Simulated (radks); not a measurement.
Cu3+, configuration [Ne] 3s2 3p5.5 3d8.5 (fractional occupations, a model configuration).

All-electron calculation, scalar-relativistic Kohn-Sham, BLYP, spin-polarised, spherical densities, point nucleus; open shells are filled with parallel spins first. Program: a radial shooting solver on a logarithmic mesh with Libxc functionals.

Energy parts (hartree):
total: -1651.46511
kinetic: 1676.21818
electron-nucleus: -3932.16436
Hartree: 670.99287
exchange-correlation: -66.51181

Orbitals (lengths in bohr, moments of r in powers of bohr; r(max) is where P^2 peaks):
orbital,occ.,eigenvalue (hartree),r(max),<r^4>,<r^2>,<1/r>
1s up,1,-327.1917,0.03411,0.00003437,0.003656,29.16
1s down,1,-327.1810,0.03411,0.00003436,0.003655,29.16
2s up,1,-40.84164,0.1966,0.007415,0.06531,6.327
2s down,1,-40.79840,0.1966,0.007393,0.06522,6.330
2p up,3,-35.50620,0.1581,0.005527,0.05228,6.211
2p down,3,-35.46766,0.1581,0.005507,0.05220,6.214
3s up,1,-5.96248,0.6110,0.5277,0.5718,2.019
3s down,1,-5.86335,0.6116,0.5354,0.5752,2.013
3p up,3,-4.38843,0.6154,0.6988,0.6345,1.875
3p down,2.5,-4.29220,0.6164,0.7156,0.6406,1.867
3d up,5,-1.85226,0.5846,1.958,0.9152,1.539
3d down,3.5,-1.76623,0.5877,2.163,0.9539,1.521
4s up,0,-1.29564,1.817,34.42,4.785,0.6383
4s down,0,-1.27628,1.836,35.88,4.887,0.6303
4p up,0,-0.98329,2.093,62.15,6.392,0.5469
4p down,0,-0.96948,2.120,64.97,6.540,0.5397

The highest occupied level is 3d down at -48.062 eV. Spin moment in Bohr magnetons: 2. Summed over all electrons, <r^2> = 13.02 bohr^2, which gives a Langevin (diamagnetic) susceptibility term of -10.3 x 10^-6 cm^3/mol. The density falls to 0.001 e/bohr^3 at r = 2.67 bohr.
